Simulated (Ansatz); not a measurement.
CH4ClISi (`[SiH3]C(Cl)I`). Total charge 0; spin multiplicity 1. I takes the def2 core potential. The geometry is a stationary point of PBE0-D4/def2-TZVP.

```xyz
8

Si    0.524   -0.201    0.819
C    -0.562    0.009   -0.714
Cl    0.279   -0.600   -2.145
I    -1.102    2.081   -0.902
H     1.749    0.609    0.632
H    -0.242    0.257    2.004
H     0.866   -1.641    0.956
H    -1.513   -0.514   -0.649
```

Problem. What is the dipole moment at PBE/def2-TZVPP? (Best estimate.)

Solution. Computed: 1.18 D, with components (-0.38, -0.59, 0.95) D in this frame, pointing from negative to positive charge.

Problem. And with r2SCAN, B3LYP, ωB97M-V? (Estimate.)

Solution. The calculation gave: r2SCAN 1.30 D, B3LYP 1.28 D, ωB97M-V 1.28 D.

Problem. Give the Mulliken charges with PBE, B3LYP, ωB97M-V in def2-TZVPP. (An estimate is asked.)

Solution. Computed: 
```
atom    PBE  B3LYP  ωB97M-V
 Si1   0.17   0.24     0.13
  C2  -0.12  -0.15    -0.25
 Cl3  -0.09  -0.11    -0.07
  I4  -0.04  -0.03     0.00
  H5  -0.02  -0.03     0.01
  H6  -0.04  -0.05    -0.01
  H7  -0.04  -0.05    -0.01
  H8   0.17   0.17     0.20
```

B3LYP here is the variant with VWN-RPA as its local correlation; programs differ in this.
